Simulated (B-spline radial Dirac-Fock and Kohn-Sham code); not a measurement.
**Successive ionisation energies of silver: Dirac-Fock against NIST**

Level of theory: ΔSCF Dirac-Fock with Breit, self-energy and vacuum polarisation, finite nucleus, configuration average; a radial B-spline solver. Each value is the difference of the configuration-average energies of two neighbouring ions in their tabulated ground configurations. Electron correlation is not included. NIST's values refer to the lowest levels; many for high charge states are themselves semi-empirical or theoretical. Where a p, d or f shell is open in either ion the computed value averages over both j values and all terms, while the table refers to the lowest levels; that difference holds spin-orbit splitting (largest in heavy or highly charged ions), term energies where several electrons share open shells, and correlation, and it can reach 10 % or more.

| ion | configuration | computed (eV) | NIST (eV) | kind | NIST − computed (eV) |
| --- | --- | --- | --- | --- | --- |
| Ag¹¹⁺ | [Ar] 3d10 4s2 4p6 | 272.3 | 271.46 ± 0.12 | semi-empirical | -0.89 |
| Ag¹²⁺ | [Ar] 3d10 4s2 4p5 | 297.4 | 294 ± 3 | theoretical | -3.40 |
| Ag¹³⁺ | [Ar] 3d10 4s2 4p4 | 323.0 | 321 ± 3 | theoretical | -2.00 |
| Ag¹⁴⁺ | [Ar] 3d10 4s2 4p3 | 349.1 | 347 ± 3 | theoretical | -2.13 |
| Ag¹⁵⁺ | [Ar] 3d10 4s2 4p2 | 375.8 | 381 ± 3 | theoretical | +5.22 |
| Ag¹⁶⁺ | [Ar] 3d10 4s2 4p1 | 403.0 | 408.43 ± 0.16 | semi-empirical | +5.47 |
| Ag¹⁷⁺ | [Ar] 3d10 4s2 | 469.2 | 469 ± 3 | theoretical | -0.22 |
| Ag¹⁸⁺ | [Ar] 3d10 4s1 | 499.6 | 500.87 ± 0.16 | semi-empirical | +1.27 |
| Ag¹⁹⁺ | [Ar] 3d10 | 887.5 | 885 ± 4 | theoretical | -2.47 |
| Ag²⁰⁺ | [Ar] 3d9 | 952.4 | 946 ± 4 | theoretical | -6.44 |
| Ag²¹⁺ | [Ar] 3d8 | 1019.0 | 1013 ± 4 | theoretical | -6.03 |
| Ag²²⁺ | [Ar] 3d7 | 1087.2 | 1082 ± 4 | theoretical | -5.23 |
| Ag²³⁺ | [Ar] 3d6 | 1157.0 | 1149 ± 4 | theoretical | -8.03 |
| Ag²⁴⁺ | [Ar] 3d5 | 1228.4 | 1231 ± 4 | theoretical | +2.57 |
| Ag²⁵⁺ | [Ar] 3d4 | 1301.4 | 1308 ± 4 | theoretical | +6.59 |
| Ag²⁶⁺ | [Ar] 3d3 | 1376.0 | 1382 ± 4 | theoretical | +6.04 |

Problem. Where in this range is the largest relative jump, and why?

Solution. From Ag¹⁸⁺ (499.6 eV) to Ag¹⁹⁺ (887.5 eV), a factor of 1.78. The configuration goes from [Ar] 3d10 4s1 to [Ar] 3d10, so the next electron comes out of a deeper subshell.
